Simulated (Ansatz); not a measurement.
```yaml
crystal:
  periodic: [false, false, false]
  atoms:
    - {symbol: O, position_ang: [-0.350338, -1.533964, 0.396847]}
    - {symbol: Mo, position_ang: [0.048824, 0.152323, -0.239491]}
    - {symbol: O, position_ang: [1.058178, 0.592109, 1.224682]}
    - {symbol: F, position_ang: [-1.292588, -0.236185, -1.462791]}
    - {symbol: F, position_ang: [0.243254, 1.700034, -1.217760]}
    - {symbol: F, position_ang: [-1.296081, 1.034982, 0.706323]}
    - {symbol: Cl, position_ang: [1.836155, -0.622212, -1.405020]}
    - {symbol: H, position_ang: [-0.930313, -2.154859, -0.057785]}
    - {symbol: H, position_ang: [0.771507, 1.021370, 2.037997]}
basis:
  gaussian: {orbitals: def2-SVP}
magnetization: {spin_polarized: true, initial_magnetization: 1}
hamiltonian: {xc: {name: B3LYP}}
scf: {lower_state_search: full}
output: {forces: true}
```

```sh
$ ansatz run in.yaml --threads 8 --pin off --events-out ev --progress --plain --max-ram 20889MiB
```

Shortened log:

```
Error: a molecule whose nuclei and cores have a total charge of 76 cannot have a net charge of 0 together with 1 unpaired electrons
```

Q: Something in this input is off. What?

A: The number of unpaired electrons doesn't fit the electron count. The input was rejected before any iteration.

B3LYP here is the variant with VWN-RPA as its local correlation; programs differ in this.
